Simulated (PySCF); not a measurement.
**[Gd(NH2)4]− at several levels of theory**

Computed with PySCF 2.14.0 (density fitting, no spin-orbit coupling) at the geometry relaxed with PBE0:

```xyz
13
[Gd(NH2)4]− (singlet in the valence; each metal's 4f electrons, 7 of them, lie in its core potential, out of spins and levels)
Gd    0.0000    0.0000    0.0000
N     1.3659    1.2366    1.3424
H     1.3230    1.4162    2.3457
H     2.2293    1.6806    1.0249
N    -1.3659   -1.3423    1.2366
H    -2.2287   -1.0240    1.6814
H    -1.3236   -2.3456    1.4163
N     1.3659   -1.2366   -1.3424
H     2.2293   -1.6806   -1.0249
H     1.3230   -1.4162   -2.3457
N    -1.3659    1.3423   -1.2366
H    -1.3236    2.3456   -1.4163
H    -2.2287    1.0240   -1.6814
```

| level | basis | state | HOMO (eV) | gap (eV) | charge on Gd1 (e) | population of f-type functions on Gd1 (polarisation alone where 4f lies in the core) | dipole about the centre of mass (D) | largest force component (eV/Å) |
| --- | --- | --- | --- | --- | --- | --- | --- | --- |
| PBE0 | Gd lcecp-1-SVP with ECP53, N def2-SVP, H def2-SVP | singlet | -1.15 | 5.04 | 0.65 | 0.06 | 0.00 | 0.00 |
| PBE | the same | singlet | 0.21 | 3.08 | 0.38 | 0.05 | 0.00 | 0.40 |
| BP86 | the same | singlet | 0.10 | 3.25 | 0.38 | 0.05 | 0.00 | 0.45 |

In the lcecp rows the 4f levels are missing from HOMO and gap, and the state counts the valence alone.

Charges are Mulliken's, which hang on the basis. The relaxation used the grid (50, 194), these runs (75, 302) or, all-electron (x2c bases, spin-free X2C Hamiltonian), (99, 590).

(1) What does PBE0 with Gd lcecp-1-TZVP with ECP53, N def2-TZVP, H def2-TZVP give here?

No frequency check is given that shows the relaxed geometry to be a minimum. An lcecp potential fixes the number of 4f electrons, so in runs with it no electron can move into or out of that shell.

The highest filled level of some runs lies above zero, as often for anions with such functionals and bases.

## Answers

(1) state singlet, HOMO (eV) -1.46, gap (eV) 5.12, charge on Gd1 (e) 1.46, population of f-type functions on Gd1 (polarisation alone where 4f lies in the core) 0.06, dipole about the centre of mass (D) 0.00, largest force component (eV/Å) 0.32. Time: 50 s on 2 threads of Arm Neoverse V1 (shared host), from free ions and atoms.
